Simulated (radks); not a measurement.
The numbers below are computed, except where a source is named.
Question: All-electron atom: Bi LXV in [Ar] 4s1 (not the ground configuration). Code: a radial shooting solver on a logarithmic mesh with Libxc functionals. Model: scalar-relativistic Kohn-Sham, r2SCAN, spin-polarised, spherical densities, finite nucleus; open shells are filled with parallel spins first (spin-orbit coupling, left out, can overturn this in heavy ions); meta-GGA in the generalised Kohn-Sham scheme; Fermi nuclear charge, rms radius 5.5211 fm. Some entries of the table are withheld. Estimate them.

orbital  occ.  eigenvalue (eV)  r(max) (bohr)  <1/r> (bohr^-1)
1s up       1        -95829.95       0.009660            103.2
1s down     1        -95828.16       0.009660            103.2
2s up       1        -21301.15        0.05597            24.48
2s down     1        -21299.82        0.05598            24.48
2p up       3        -18965.86            (1)            21.39
2p down     3        -18964.50            (2)            21.39
3s up       1        -8293.602         0.1525            9.685
3s down     1        -8290.967         0.1525            9.681
3p up       3        -7609.526         0.1512            8.799
3p down     3        -7606.458         0.1513            8.799
4s up       1              (3)         0.3079            5.004
4s down     0              (4)         0.3069            5.038

Answer: 
(1) 2p up r(max) (bohr): 0.04668
(2) 2p down r(max) (bohr): 0.04668
(3) 4s up eigenvalue (eV): -4317.437
(4) 4s down eigenvalue (eV): -4278.426
